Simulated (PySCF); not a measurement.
Species: W(NH)2F2 (singlet state).
SMILES: `[NH]=[W](=[NH])([F])[F]`

Theory: PySCF, TDDFT B3LYP/def2-SVPD, vertical, gas phase, core orbitals frozen in the response, def2 core potentials past Kr. Isolated species at its PBE0-D3(BJ)/def2-SVP geometry, gas phase. Spin–orbit coupling is left out.

| state | E (eV) | E (hartree) | f | main configurations (H = HOMO, L = LUMO) |
| --- | --- | --- | --- | --- |
| S1 | 4.92 | 0.1808 | 0.018 | H→L (88%), H-1→L+1 (8%) |
| S2 | 5.07 | 0.1862 | 0.0021 | H-1→L (77%), H→L+1 (21%) |
| S3 | 5.26 | 0.1934 | 0.0036 | H→L+1 (78%), H-1→L (22%) |
| S4 | 5.63 | 0.2070 | 0.0000 | H-2→L (98%) |
| S5 | 5.79 | 0.2128 | 0.0021 | H→L+2 (66%), H-1→L+1 (33%) |
| S6 | 6.01 | 0.2207 | 0.0000 | H→L+3 (89%), H-3→L+1 (9%) |
| S7 | 6.14 | 0.2255 | 0.0005 | H-3→L (73%), H-2→L+1 (14%), H-1→L+3 (12%) |
| S8 | 6.36 | 0.2336 | 0.013 | H-1→L+2 (95%) |
| S9 | 6.49 | 0.2384 | 0.077 | H-1→L+1 (32%), H→L+2 (19%), H-2→L+3 (18%) |
| S10 | 6.53 | 0.2398 | 0.015 | H-2→L+1 (42%), H-1→L+3 (27%), H→L+5 (15%) |

Triplets, Tamm–Dancoff:

```csv
state,E (eV),λ (nm),"main configurations (H = HOMO, L = LUMO)"
T1,4.23,293.0,H→L (90%)
T2,4.73,262.4,"H-1→L (51%), H→L+1 (45%)"
T3,4.99,248.4,"H-1→L+1 (86%), H-2→L+3 (8%)"
T4,5.00,248.0,"H→L+1 (52%), H-1→L (47%)"
```

The lowest singlet lies at 4.92 eV (252 nm, ultraviolet) and is weak; its leading configuration is HOMO→LUMO (88%). The most intense listed level is S9 at 6.49 eV (191 nm, f = 0.077), 1.57 eV above S1. For S1 the Löwdin share of tungsten is 14% in HOMO and 60% in LUMO. The listed states span 1.61 eV, and the widest gap between neighbours is 0.37 eV (S3 to S4). Of the 10 states listed, 4 reach f = 0.01 and 3 stay under 0.0005. All these states lie below the vertical ionisation energy of 10.41 eV (ΔSCF). The window holds the lowest 10 singlets.

Time: 92 s of wall time. Hardware: an x86-64 server with one thread, on a shared host.
